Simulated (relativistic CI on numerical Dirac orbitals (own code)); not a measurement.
Hyperfine structure of Hg55+, mass number 199

Computed by Dirac-Coulomb-Breit CI, separate exchange-only KLI orbitals for each configuration, QED by a radiative potential, unscaled Slater integrals (own radial code, finite nucleus).

Configuration list (outside the closed core [Ne]): 3s2.3p6.3d7, 3s2.3p5.3d8, 3s2.3p4.3d9, 3s.3p6.3d8, 3p6.3d9, 3s.3p5.3d9, 3s2.3p6.3d6.4s, 3s2.3p6.3d6.4p, 3s2.3p4.3d8.4s, 3s2.3p6.3d6.4d, 3s2.3p4.3d8.4p, 3s2.3p5.3d7.4s, 3s2.3p6.3d6.4f, 3s2.3p5.3d7.4p, 3s2.3p6.3d5.4s2, 3s.3p6.3d7.4s. Levels of other configurations are missing.

Nuclear spin I = 1/2, μ = 0.5039 μN (tables of Stone and Pyykkö). The electronic factors are computed for point nuclear moments, without core polarisation or the Bohr-Weisskopf and QED corrections.

```
              Level   E (eV)  A (MHz)
 3s2.3p6.3d7 4F_9/2    0.000    53160
 3s2.3p6.3d7 2D_5/2   22.568    53510
 3s2.3p6.3d7 4F_7/2   96.644    59990
 3s2.3p6.3d7 4P_5/2  110.504    20790
 3s2.3p6.3d7 2P_1/2  111.591   -28140
3s2.3p6.3d7 2H_11/2  113.340    75770
 3s2.3p6.3d7 2F_7/2  121.538    81410
 3s2.3p6.3d7 2F_5/2  126.262    83310
```

Levels with J = 0, under 50 % of one LS term, or S terms without an open s electron are left out. Small factors come from cancelling terms and can be off by tens of per cent or more.

At this charge energies of transitions that change n are usually good to better than 1 %, and those within a shell (Δn = 0) to a few per cent.

Problem. Give the hyperfine levels of 3s2.3p6.3d7 4F_9/2 relative to its centre of gravity.

Solution. With K = F(F + 1) − I(I + 1) − J(J + 1), E = AK/2: F = 4: -146200, F = 5: 119600 MHz.

LS names give the leading component of a level, which can be under half, so a name can repeat, a term be missing and a line seem to break the LS rules.
